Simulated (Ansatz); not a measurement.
Steps of a relaxation of `C[SiH2][SiH](O)O` with RKS PBE0-D4/def2-TZVP.

```sh
$ ansatz run in.yaml --threads 2 --pin off --events-out ev --progress --plain --max-ram 32768MiB --backend cuda --devices 0, --max-vram 18GiB
```

```yaml
crystal:
  periodic: [false, false, false]
  atoms:
    - {symbol: C, position_ang: [0.037110, 2.099950, -0.402660]}
    - {symbol: Si, position_ang: [-0.491360, 0.350380, -0.942500]}
    - {symbol: Si, position_ang: [0.452020, -1.235880, 0.424100]}
    - {symbol: O, position_ang: [0.029050, -2.647460, -0.254190]}
    - {symbol: O, position_ang: [-0.194710, -1.297530, 1.931650]}
    - {symbol: H, position_ang: [-0.359830, 2.850480, -1.078530]}
    - {symbol: H, position_ang: [1.118240, 2.206140, -0.398020]}
    - {symbol: H, position_ang: [-0.319210, 2.342370, 0.595280]}
    - {symbol: H, position_ang: [-1.967380, 0.355380, -0.952270]}
    - {symbol: H, position_ang: [-0.084710, 0.190430, -2.347450]}
    - {symbol: H, position_ang: [1.912980, -1.211130, 0.614530]}
    - {symbol: H, position_ang: [-0.020600, -3.437970, 0.277980]}
    - {symbol: H, position_ang: [-0.111610, -0.565160, 2.532090]}
basis:
  gaussian: {orbitals: def2-TZVP}
hamiltonian: {xc: pbe0, dispersion: d4}
relax: {f_tol: 0.005, max_steps: 150}
```

Positions (Å) and forces (eV/Å) along the path, 12 of 28 steps:

```xyz
13
step=1 energy=-21009.9724 eV
C     0.037    2.100   -0.403   -0.024   -0.386   -0.038
Si   -0.491    0.350   -0.943    0.108    1.367   -0.080
Si    0.452   -1.236    0.424   -0.058   -0.561    0.426
O     0.029   -2.647   -0.254   -0.212   -0.425   -0.554
O    -0.195   -1.298    1.932   -0.308   -0.044    0.167
H    -0.360    2.850   -1.079   -0.130    0.111   -0.186
H     1.118    2.206   -0.398    0.233   -0.022   -0.012
H    -0.319    2.342    0.595   -0.096   -0.017    0.195
H    -1.967    0.355   -0.952   -0.261   -0.269    0.157
H    -0.085    0.190   -2.347    0.197   -0.193   -0.303
H     1.913   -1.211    0.615    0.411    0.317   -0.145
H    -0.021   -3.438    0.278    0.063   -0.131    0.151
H    -0.112   -0.565    2.532    0.078    0.254    0.221
13
step=3 energy=-21010.0830 eV
C     0.049    2.117   -0.390   -0.060   -0.084   -0.062
Si   -0.484    0.399   -0.962    0.041    0.030    0.099
Si    0.423   -1.272    0.423   -0.060    0.134   -0.008
O    -0.005   -2.701   -0.248   -0.023   -0.171   -0.074
O    -0.236   -1.270    1.937   -0.045    0.008    0.087
H    -0.366    2.875   -1.057    0.010    0.040    0.011
H     1.136    2.218   -0.396    0.005   -0.013   -0.006
H    -0.309    2.327    0.620   -0.004   -0.007    0.003
H    -1.974    0.298   -0.927    0.068    0.003   -0.010
H    -0.040    0.177   -2.367    0.003    0.013   -0.005
H     1.912   -1.148    0.551   -0.062   -0.017    0.007
H     0.000   -3.495    0.291    0.057    0.081    0.009
H    -0.106   -0.526    2.526    0.070   -0.018   -0.050
13
step=4 energy=-21010.0879 eV
C     0.048    2.115   -0.392   -0.027   -0.042   -0.024
Si   -0.489    0.402   -0.965    0.010    0.027    0.025
Si    0.405   -1.269    0.421    0.004    0.013    0.044
O    -0.009   -2.707   -0.243   -0.048   -0.089   -0.079
O    -0.238   -1.269    1.942   -0.077    0.017    0.045
H    -0.353    2.882   -1.059    0.008    0.008    0.012
H     1.137    2.205   -0.388    0.000   -0.002   -0.002
H    -0.316    2.324    0.617    0.001    0.002    0.004
H    -1.977    0.307   -0.938    0.012    0.002   -0.009
H    -0.041    0.184   -2.371    0.009   -0.005    0.007
H     1.893   -1.144    0.547   -0.011    0.009   -0.001
H     0.027   -3.499    0.297    0.051    0.068    0.018
H    -0.089   -0.530    2.532    0.068   -0.009   -0.040
13
step=9 energy=-21010.1155 eV
C     0.024    2.110   -0.396    0.010    0.000   -0.007
Si   -0.501    0.409   -1.002   -0.001    0.007    0.005
Si    0.330   -1.248    0.428   -0.014   -0.033    0.037
O    -0.102   -2.695   -0.216    0.009    0.024   -0.006
O    -0.315   -1.146    1.949   -0.093   -0.039   -0.151
H    -0.332    2.889   -1.073   -0.011    0.003    0.003
H     1.113    2.186   -0.342    0.000   -0.006    0.002
H    -0.380    2.315    0.598   -0.006   -0.009    0.002
H    -1.987    0.320   -1.051   -0.004    0.002   -0.011
H     0.021    0.187   -2.381    0.000   -0.005   -0.003
H     1.817   -1.151    0.587    0.007    0.004   -0.001
H     0.110   -3.482    0.289   -0.006   -0.009   -0.001
H     0.203   -0.694    2.611    0.108    0.060    0.131
13
step=10 energy=-21010.1169 eV
C     0.022    2.106   -0.393    0.006    0.003   -0.010
Si   -0.500    0.408   -1.009    0.002    0.008    0.006
Si    0.329   -1.246    0.425   -0.007   -0.023    0.033
O    -0.104   -2.695   -0.213    0.005    0.018   -0.006
O    -0.317   -1.126    1.944   -0.090   -0.035   -0.136
H    -0.334    2.889   -1.065   -0.010    0.003    0.004
H     1.111    2.183   -0.338    0.001   -0.004    0.001
H    -0.384    2.304    0.602   -0.006   -0.007    0.001
H    -1.986    0.318   -1.062   -0.004    0.000   -0.011
H     0.025    0.190   -2.386    0.001   -0.004   -0.006
H     1.816   -1.150    0.587    0.003    0.003   -0.002
H     0.103   -3.480    0.297   -0.004   -0.011    0.000
H     0.220   -0.702    2.611    0.103    0.049    0.125
13
step=15 energy=-21009.8758 eV rejected
C    -0.013    2.148   -0.431    0.045   -0.008    0.054
Si   -0.466    0.428   -1.026   -0.005    0.012   -0.032
Si    0.333   -1.191    0.456   -0.075    0.109   -0.085
O    -0.263   -2.649   -0.052    0.689   -0.956    0.531
O    -0.236   -0.674    1.931    1.771   -2.287    2.696
H    -0.400    2.924   -1.095   -0.029   -0.011   -0.016
H     1.072    2.261   -0.374   -0.002    0.007   -0.002
H    -0.421    2.310    0.570   -0.001    0.021   -0.012
H    -1.946    0.273   -1.102   -0.002    0.010   -0.017
H     0.087    0.181   -2.387    0.009   -0.006   -0.015
H     1.828   -1.329    0.547   -0.127    0.001    0.028
H     0.223   -3.456    0.235   -0.637    1.048   -0.392
H     0.200   -1.227    2.727   -1.636    2.062   -2.739
13
step=16 energy=-21010.1347 eV
C    -0.006    2.134   -0.417    0.008    0.021    0.008
Si   -0.478    0.425   -1.031   -0.018   -0.013    0.001
Si    0.323   -1.201    0.444    0.025   -0.058    0.039
O    -0.227   -2.666   -0.077   -0.013    0.027   -0.004
O    -0.244   -0.778    1.936   -0.004    0.009    0.001
H    -0.396    2.915   -1.074   -0.004   -0.015   -0.002
H     1.080    2.242   -0.368   -0.001    0.003    0.002
H    -0.407    2.294    0.586    0.002    0.004   -0.004
H    -1.959    0.295   -1.126    0.007    0.003   -0.006
H     0.087    0.183   -2.389    0.002   -0.003    0.008
H     1.816   -1.281    0.547   -0.006    0.008   -0.017
H     0.191   -3.459    0.260    0.008    0.013   -0.003
H     0.219   -1.103    2.709   -0.006    0.001   -0.023
13
step=19 energy=-21010.1363 eV
C    -0.015    2.144   -0.419    0.005    0.004   -0.002
Si   -0.469    0.425   -1.020   -0.007    0.010    0.000
Si    0.325   -1.203    0.457    0.004   -0.003    0.005
O    -0.275   -2.663   -0.018   -0.028    0.023   -0.012
O    -0.198   -0.732    1.949   -0.013    0.019   -0.038
H    -0.408    2.910   -1.091    0.000   -0.003    0.002
H     1.070    2.263   -0.366   -0.004    0.001    0.002
H    -0.424    2.315    0.579   -0.001   -0.001   -0.001
H    -1.948    0.288   -1.138    0.001   -0.002    0.001
H     0.116    0.178   -2.370    0.003   -0.007    0.001
H     1.817   -1.329    0.509    0.002    0.001    0.000
H     0.219   -3.451    0.208    0.022   -0.027    0.008
H     0.190   -1.145    2.721    0.015   -0.018    0.033
13
step=23 energy=-21010.1366 eV
C    -0.016    2.147   -0.421   -0.001    0.000   -0.001
Si   -0.467    0.425   -1.017   -0.001    0.003   -0.002
Si    0.325   -1.203    0.461   -0.001   -0.002    0.004
O    -0.290   -2.664    0.006    0.008   -0.006    0.004
O    -0.184   -0.718    1.953    0.005   -0.003    0.003
H    -0.407    2.910   -1.097    0.000    0.000    0.000
H     1.068    2.268   -0.362    0.000    0.000    0.000
H    -0.431    2.321    0.574    0.000    0.000    0.001
H    -1.945    0.287   -1.138    0.001   -0.001    0.000
H     0.122    0.171   -2.363    0.000    0.000    0.000
H     1.816   -1.343    0.497   -0.001   -0.001   -0.001
H     0.235   -3.446    0.183   -0.006    0.007   -0.003
H     0.175   -1.158    2.725   -0.004    0.002   -0.005
13
step=26 energy=-21010.1366 eV
C    -0.018    2.149   -0.422    0.000    0.000   -0.001
Si   -0.463    0.426   -1.016   -0.001   -0.004    0.003
Si    0.327   -1.202    0.463    0.005    0.003   -0.003
O    -0.300   -2.664    0.025    0.002   -0.007    0.002
O    -0.170   -0.705    1.955    0.002   -0.005    0.007
H    -0.410    2.910   -1.100    0.000    0.001    0.000
H     1.066    2.273   -0.362   -0.001    0.000    0.000
H    -0.434    2.324    0.573    0.000    0.000    0.000
H    -1.941    0.282   -1.139    0.000    0.003   -0.002
H     0.128    0.171   -2.361   -0.001    0.001    0.000
H     1.817   -1.353    0.486    0.000   -0.002    0.002
H     0.238   -3.443    0.170   -0.003    0.008   -0.001
H     0.161   -1.168    2.727   -0.003    0.004   -0.007
13
step=27 energy=-21010.1366 eV
C    -0.018    2.149   -0.422    0.000    0.001    0.000
Si   -0.464    0.426   -1.016   -0.001   -0.002    0.002
Si    0.326   -1.202    0.463    0.004   -0.002    0.004
O    -0.300   -2.665    0.028   -0.003    0.000   -0.004
O    -0.171   -0.706    1.955   -0.002    0.005    0.000
H    -0.410    2.910   -1.099    0.000    0.000    0.000
H     1.066    2.272   -0.362    0.000    0.000    0.000
H    -0.434    2.324    0.573    0.000    0.000    0.000
H    -1.942    0.285   -1.141    0.000   -0.001    0.000
H     0.127    0.171   -2.361    0.000   -0.001    0.001
H     1.816   -1.354    0.486    0.000    0.001   -0.002
H     0.242   -3.442    0.168    0.001    0.000    0.001
H     0.161   -1.167    2.727    0.000   -0.001   -0.001
13
step=28 energy=-21010.1366 eV
C    -0.018    2.149   -0.422    0.000    0.001    0.000
Si   -0.464    0.426   -1.015    0.001   -0.001    0.000
Si    0.327   -1.202    0.463   -0.001    0.002   -0.001
O    -0.300   -2.664    0.027   -0.001    0.000   -0.001
O    -0.170   -0.705    1.954    0.000    0.001    0.000
H    -0.410    2.910   -1.099    0.000    0.000    0.000
H     1.066    2.272   -0.362    0.000    0.000    0.000
H    -0.434    2.324    0.573    0.000    0.000    0.000
H    -1.942    0.284   -1.140    0.000    0.000    0.000
H     0.127    0.171   -2.361    0.000    0.000    0.000
H     1.817   -1.354    0.486   -0.001   -0.001    0.000
H     0.240   -3.442    0.169    0.002   -0.002    0.001
H     0.160   -1.167    2.726    0.001   -0.001    0.001
```

Hardware: 2 threads of an AMD EPYC 7R13 on a shared host and a share of an NVIDIA H100 80 GB. Wall time 36 s, peak host memory 0.88 GiB.
